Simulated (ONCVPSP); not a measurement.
## Logarithmic derivatives: Ga, ONCV

Ga, optimised norm-conserving Vanderbilt (ONCV), made with ONCVPSP 4.0.1 (PBEsol, scalar-relativistic). Core [Ar], reference 3d10 4s2 4p1. Waves: 4s: rc 2.10 bohr, ncon 4, nbas 8, qcut 3.2 1/bohr, 2 projectors, debl 3.4 Ha; 4p: rc 2.65 bohr, ncon 5, nbas 8, qcut 3 1/bohr, 2 projectors, debl 2.6 Ha; 3d: rc 0.85 bohr, ncon 4, nbas 8, qcut 19.7 1/bohr, 3 projectors, debl 3.6 Ha. Local part: polynomial inside 0.80 bohr (lpopt 4, dvloc0 4 Ha). Core correction: none.

The phase is arctan(r·R′/R) of the radial function R(r), unwrapped; energies in Ha, scanned from -2 to 5 Ha. A pole is an energy at which the radial function vanishes at the test radius. The pseudo phase is shifted by a multiple of π to meet the all-electron one at the reference energy, and phase errors are pseudo minus all-electron; the curves can meet again beyond the range given. Levels narrower than the energy grid can be missing from the lists of poles.

Q: For each channel, where are the poles, and over which energies does the pseudopotential scatter like the atom?

A:

```tsv
channel	radius (bohr)	reference energy (Ha)	poles, all-electron	poles, pseudo	unbroken range about the reference energy with phases within 0.05 rad	phase error 1 Ha above the reference energy (rad)
s	2.13	-0.33	0.96	0.94, 1.98	below 1.8	-0.003
p	2.69	-0.09	0.67, 4.12	0.67, 3.89, 4.91	below 4.1	-0.001
d	0.86	-0.70	2.40	2.40	the whole range	-0.000
```

Note: no bound ghost flagged; GHOST(+) flagged for s at 52.2 eV, p at 112.6 eV.

Phases in the p channel:

```tsv
E (Ha)	all-electron	pseudo
-1.98	1.321	1.320
-1.80	1.302	1.302
-1.62	1.280	1.280
-1.44	1.252	1.251
-1.26	1.214	1.214
-1.08	1.162	1.162
-0.90	1.085	1.084
-0.72	0.958	0.957
-0.54	0.718	0.717
-0.36	0.206	0.205
-0.18	-0.569	-0.569
0.00	-1.066	-1.066
0.18	-1.304	-1.304
0.36	-1.435	-1.436
0.54	-1.522	-1.523
0.72	-1.589	-1.590
0.90	-1.649	-1.650
1.08	-1.710	-1.711
1.26	-1.782	-1.784
1.44	-1.882	-1.886
1.62	-2.050	-2.056
1.80	-2.405	-2.415
1.98	-3.185	-3.198
2.16	-3.923	-3.926
2.34	-4.246	-4.246
2.52	-4.398	-4.398
2.70	-4.485	-4.485
2.88	-4.542	-4.543
3.06	-4.583	-4.584
3.24	-4.614	-4.617
3.42	-4.639	-4.645
3.60	-4.661	-4.670
3.78	-4.680	-4.695
3.96	-4.698	-4.726
4.14	-4.714	-4.783
4.32	-4.730	-5.385
4.50	-4.746	-7.741
4.68	-4.763	-7.816
4.86	-4.782	-7.847
```
